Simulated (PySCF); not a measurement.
BClH4O2Si.

```xyz
9

Si    -1.0000    -0.3663     0.0000
Cl     0.3908    -1.9537     0.0000
B      0.1696     1.3145     0.0000
O     -0.2962     2.5921     0.0000
O      1.5126     1.1483     0.0000
H     -1.8703    -0.5237    -1.2016
H     -1.8703    -0.5237     1.2016
H     -1.2552     2.6756     0.0000
H      1.7737     0.2157     0.0000
```

The structure is a stationary point at B3LYP-D3(BJ)/def2-SVP. Other conformers were not sampled.

Calculation: B3LYP/pcSseg-1 in PySCF. Non-relativistic, no solvent.

Computed absolute GIAO shielding of each atom: isotropic value and principal components (ppm):
| atom | σ(iso) | σ11 | σ22 | σ33 | span |
|---|---|---|---|---|---|
| Si1 | 368.4 | 302.5 | 335.2 | 467.6 | 165.1 |
| Cl2 | 1031.9 | 1007.8 | 1034.8 | 1053.2 | 45.4 |
| B3 | 67.5 | 50.6 | 60.5 | 91.5 | 40.9 |
| O4 | 174.0 | 9.3 | 240.3 | 272.5 | 263.1 |
| O5 | 153.5 | -48.6 | 219.6 | 289.7 | 338.3 |
| H6 | 26.6 | 22.8 | 25.2 | 31.9 | 9.1 |
| H7 | 26.6 | 22.8 | 25.2 | 31.9 | 9.1 |
| H8 | 27.3 | 22.3 | 24.9 | 34.5 | 12.2 |
| H9 | 25.2 | 17.6 | 26.4 | 31.6 | 13.9 |
